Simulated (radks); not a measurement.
The nuclear charge of neutral lutetium is varied continuously with 71 electrons held in [Xe] 4f14 5d1 6s2. All-electron calculation, scalar-relativistic Kohn-Sham, r2SCAN, spin-polarised, spherical densities, finite nucleus; open shells are filled with parallel spins first (spin-orbit coupling, left out, can overturn this in heavy ions); meta-GGA in the generalised Kohn-Sham scheme; Fermi nuclear charge, rms radius 5.37 fm. Program: a radial shooting solver on a logarithmic mesh with Libxc functionals. By the Hellmann-Feynman theorem dE/dZ = E(electron-nucleus)/Z, the electronic potential at the nucleus (averaged over a nucleus of fixed radius). The scalar-relativistic energy here is not variational (the density holds large components alone), so the two differ by a part that grows with Z.

| Z | E (hartree) | E(electron-nucleus)/Z (hartree) | HOMO | e(HOMO) (eV) | <r> HOMO (bohr) |
|---|---|---|---|---|---|
| 70.8 | -14461.4170 | -503.250 | 5d | -0.575 | 3.201 |
| 71 | -14562.9975 | -505.418 | 5d | -1.911 | 2.850 |
| 71.2 | -14665.0186 | -507.582 | 5d | -3.448 | 2.627 |
| 71.4 | -14767.4801 | -509.745 | 5d | -5.143 | 2.464 |
| 71.6 | -14870.3816 | -511.907 | 5d | -6.976 | 2.338 |
| 71.8 | -14973.7233 | -514.069 | 5d | -8.930 | 2.234 |
| 72 | -15077.5053 | -516.231 | 5d | -10.996 | 2.148 |

The central difference of E at Z = 71 is -509.004 hartree, to compare with the third column; the second derivative is -11 hartree.
